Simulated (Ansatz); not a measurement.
A made-up structure of CH₄AlI, closed shell:

Al1  (-0.781, 0.112, -0.729)
C2  (0.502, 0.283, 0.745)
I3  (1.287, -1.649, 0.058)
H4  (-2.174, -0.570, -0.416)
H5  (2.316, -2.999, 0.153)
H6  (0.209, 0.108, 1.778)
H7  (1.350, 0.960, 0.686)
(Å)

It is relaxed with PBE-D4/def2-SVP and then PBE0-D4/def2-TZVP (Ansatz 0.2.0). Atoms count as bonded within 1.22 times the sum of their covalent radii (H–H: 0.88 Å). The end point is not checked to be a true minimum.

Question: Does its bonding change? (Judge from chemistry; the calculation decides.)

Answer: Computed: Yes. Formed: none; broken: C2–I3.

Where it ends: The first stage lowers the energy by 2.10 eV in 27 steps. It ends as CH₄AlI ([CH2][AlH][IH]):
```xyz
7
angstrom
Al -0.4964 -0.4198 -0.0577
C 0.3208 0.7817 1.0098
I 1.5073 -2.2512 0.3948
H -1.7093 -1.1804 -0.7152
H 1.8666 -3.1372 -0.9336
H -0.1819 1.6329 1.4628
H 1.4019 0.8191 1.1143
```

Labels in which every atom is bracketed show which atoms are joined, not bond orders.

For scale, one of the runs: PBE0-D4/def2-TZVP relaxation, 142 basis functions, launched by `ansatz run in.yaml --threads 2 --pin off --events-out ev --progress --plain --max-ram 4352MiB`. The run took about 19 s on 2 CPU threads of an AMD EPYC 9R45 (shared host).
